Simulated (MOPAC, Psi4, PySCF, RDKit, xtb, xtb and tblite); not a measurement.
Two geometries of SMILES CC(=O)CC#N, relaxed at GFN2-xTB with one dihedral held; other torsions can differ between them too.

Structure A

```
11

C     -1.3274     0.3379    -0.2912
C     -0.4682    -0.6450     0.4487
O     -0.8746    -1.4239     1.2645
C      1.0192    -0.5813     0.0779
C      1.2029    -0.8539    -1.3224
N      1.3310    -1.0721    -2.4368
H     -1.0113     1.3543    -0.0628
H     -1.2143     0.1861    -1.3636
H     -2.3694     0.2116    -0.0096
H      1.4037     0.4189     0.2949
H      1.5719    -1.3198     0.6645
```

Structure B

```
11

C      1.3172     0.3659    -0.2609
C      0.4606    -0.6396     0.4543
O      0.8663    -1.3981     1.2887
C     -1.0175    -0.6044     0.0394
C     -1.8376    -0.2884     1.1816
N     -2.4808    -0.0124     2.0841
H      0.9530     1.3692    -0.0445
H      1.2576     0.2079    -1.3363
H      2.3502     0.2776     0.0649
H     -1.3015    -1.6018    -0.3100
H     -1.1977     0.1275    -0.7495
```

Q: Which is lower in energy at the level DF-MP2 (frozen core)/cc-pVTZ // GFN2-xTB in Psi4 1.11, and by how much?

A: A is lower, by 7.47 kJ/mol (dihedral O3–C2–C4–C5: 120° in A, 60° in B).

E(B) − E(A) in kJ/mol at the other levels, on the same two geometries: GFN2-xTB (xtb and tblite) 6.51; MMFF94 // GFN2-xTB (RDKit) 5.80; PBE0/def2-TZVP // GFN2-xTB (Psi4) 7.47; PBE0-D3(BJ)/def2-TZVP // GFN2-xTB (Psi4) 8.09; PBE/def2-TZVP // GFN2-xTB (Psi4) 7.10; PBE-D3(BJ)/def2-TZVP // GFN2-xTB (Psi4) 7.80; HF/cc-pVTZ // GFN2-xTB (Psi4) 6.59; UFF // GFN2-xTB (RDKit) -6.64; PM3, restricted, heats of formation // GFN2-xTB (MOPAC) 2.23; AM1, restricted, heats of formation // GFN2-xTB (MOPAC) 3.74; GFN1-xTB // GFN2-xTB (xtb) 6.36; restricted B3LYP/6-31G*, spherical d, density fitting // GFN2-xTB (PySCF) 6.52.
